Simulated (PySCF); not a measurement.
Start geometry of `C(/C(C)C)=C(\OC=O)Cl` from GFN2-xTB (Å):
```
atom  x, y, z in Å
C1    -1.4538    1.0718   -0.8625
C2    -0.9388    0.4668    0.4450
C3    -2.0390   -0.3409    1.1361
C4     0.2305   -0.4189    0.1514
C5     1.4499   -0.2828    0.6437
Cl6    1.9331    0.9743    1.7263
O7     2.4893   -1.1546    0.3510
C8     3.2962   -0.8485   -0.6707
O9     3.1948    0.0828   -1.4032
H10   -0.6646    1.6305   -1.3591
H11   -2.2829    1.7453   -0.6602
H12   -1.7997    0.2893   -1.5343
H13   -0.6186    1.2732    1.1091
H14   -1.6754   -0.7570    2.0722
H15   -2.3697   -1.1577    0.4988
H16   -2.8921    0.2987    1.3483
H17    0.0522   -1.2446   -0.5237
H18    4.0798   -1.6215   -0.7265
```

**Question.** What comes out of this run: PBE0-D3(BJ)/def2-SVP geometry optimisation, gas phase (PySCF 2.14.0)?

**Answer.** 
```
atom  x, y, z in Å
C1    -1.0824    0.9728   -0.2169
C2    -0.5446    0.3197    1.0568
C3    -1.6316   -0.4692    1.7859
C4     0.6191   -0.5639    0.7330
C5     1.8846   -0.3872    1.1057
Cl6    2.4431    0.9252    2.0835
O7     2.8625   -1.3018    0.8020
C8     3.7917   -0.9575   -0.1215
O9     3.8107    0.0592   -0.7368
H10   -0.3022    1.5620   -0.7208
H11   -1.9250    1.6424    0.0154
H12   -1.4453    0.2129   -0.9284
H13   -0.1847    1.1166    1.7273
H14   -1.2517   -0.9023    2.7232
H15   -2.0093   -1.2945    1.1601
H16   -2.4856    0.1810    2.0310
H17    0.4321   -1.4534    0.1209
H18    4.5221   -1.7875   -0.2009
```

The energy falls by 0.055 eV over 10 energy and gradient evaluations, the largest force component goes from 0.0161 to 2.9e-04 Eh/bohr, and the atoms move by 0.106 Å rms after alignment. The bond that changes most is O7–C8 (ends: ester single-bonded oxygen; ester carbonyl carbon), which lengthens by 0.017 Å. Bonds longer at the end by more than 0.005 Å: 11 of 17; shorter: 1. Among the angles that change most is C5–C4–H17, from 117.6° to 115.2°. Among the dihedrals that turn most is C4–C5–O7–C8, from 93° to 109°. Rotational constants go from 1997, 836.9, 724.4 to 2157, 789.5, 719.2 MHz. The orientation of the end geometry is arbitrary; only internal coordinates are fixed.

The run used 175 basis functions and 70 SCF cycles in all.

No PBE0-D3(BJ)/def2-SVP frequencies stand behind this structure, so it isn't proved a minimum. The numbers are those of one conformer.
